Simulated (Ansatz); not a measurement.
Total energies of C2H7BFN, SMILES `CN(C)BF`.

| atom | x (Å) | y (Å) | z (Å) |
| --- | --- | --- | --- |
| C1 | 0.394 | 0.073 | 1.303 |
| N2 | 0.006 | 0.148 | -0.083 |
| C3 | -0.415 | -1.108 | -0.656 |
| B4 | 0.039 | 1.341 | -0.797 |
| F5 | -0.332 | 1.361 | -2.086 |
| H6 | 1.232 | -0.621 | 1.440 |
| H7 | 0.698 | 1.057 | 1.658 |
| H8 | -0.436 | -0.281 | 1.926 |
| H9 | 0.390 | -1.850 | -0.604 |
| H10 | -1.278 | -1.514 | -0.116 |
| H11 | -0.692 | -0.969 | -1.700 |
| H12 | 0.394 | 2.363 | -0.285 |

Charge 0, multiplicity 1. All single points use the PBE0-D4/def2-TZVP geometry. It is one conformer, not always the lowest. Basis def2-TZVPP, Ansatz 0.2.0.

RPA on PBE orbitals: Hartree–Fock energy of these orbitals -258.53055 Eh, correlation -1.48004 Eh (frozen core).

| functional | energy without D4 (Eh) | D4 term (kJ/mol) |
| --- | --- | --- |
| LDA (SPW92) | -257.93766 | – |
| PBE | -259.74474 | -19.3 |
| revPBE | -259.97590 | -68.7 |
| BLYP | -259.97834 | -43.6 |
| r2SCAN | -259.92476 | -4.9 |
| B97M-V | -260.03222 | – |
| PBE0 | -259.77091 | -16.1 |
| B3LYP | -260.08051 | -30.7 |
| r2SCANh | -259.91384 | -5.1 |
| r2SCAN0 | -259.89855 | -5.6 |
| HSE06 (plane-wave form) | -259.75714 | -14.8 |
| BHLYP | -259.93779 | -20.9 |
| CAM-B3LYP | -259.96013 | -15.9 |
| LC-ωPBE | -259.91021 | – |
| ωB97X-V | -259.98717 | – |
| ωB97M-V | -259.95916 | – |
| B2PLYP | -259.86874 | – |
| PBE-QIDH | -259.73930 | – |

B3LYP takes the VWN-RPA correlation (the form of Gaussian; ORCA's B3LYP/G). HSE06 is the plane-wave form, built on full-range PBE exchange. The double hybrids freeze the cores in their second-order part.

LC-ωPBE has ω = 0.4 bohr⁻¹.
